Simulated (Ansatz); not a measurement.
Consider the ligand exchange at a Ge–Cl bond: `[F][GeH2][Cl]` + `O[SiH3]` → `[F][GeH2][O][SiH3]` + HCl.

Calculated with Ansatz (gas phase, PBE0-D4/def2-TZVP geometries, no zero-point term in ΔE). CBS: MP2 limit from def2 TZ/QZ plus the TZ coupled-cluster correction, frozen cores. This one scheme is used for every species. Functionals use def2-TZVPP. B3LYP here is the variant with VWN-RPA as its local correlation; programs differ in this. For Ge outer-core shells are correlated without core-valence functions, which leaves a few kJ/mol of doubt a bond. Scalar relativity is left out up to krypton. Each species was taken in one conformer, which may not be the lowest.

(1) Is it downhill or uphill in electronic energy at CCSD(T)/CBS, and by how much? (Estimate.)

(2) What do these levels give: BLYP-D4, PBE0-D4, r2SCANh-D4, ωB97X-V, ωB97M-V, PBE-QIDH, B3LYP, r2SCANh, MP2/def2-TZVPP, SCS-MP2/def2-TZVPP, SCS-MP2/def2-QZVPP, MP2/CBS(def2)? (Best estimate.)

Largest T1 diagnostic among the species: 0.012.

Results:

(1) Computed: Uphill: ΔE = +0.19 eV.

(2) Computed: BLYP-D4 0.23, PBE0-D4 0.29, r2SCANh-D4 0.26, ωB97X-V 0.22, ωB97M-V 0.25, PBE-QIDH 0.25, B3LYP 0.27, r2SCANh 0.27, MP2/def2-TZVPP 0.18, SCS-MP2/def2-TZVPP 0.16, SCS-MP2/def2-QZVPP 0.17, MP2/CBS(def2) 0.22 eV.

At CCSD(T), def2-SVP lies −0.11 eV from the extrapolated value and def2-TZVPP −0.03 eV. Leaving LDA and LC-ωPBE aside and taking each functional with its dispersion term where it has one, the values, not all of them listed here, spread over 0.11 eV, from CAM-B3LYP-D4 to PBE-D4. LDA lies −0.05 eV from PBE without D4. From BLYP to BHLYP (50 % exact exchange), in def2-TZVPP and without D4, ΔE moves by −0.04 eV.
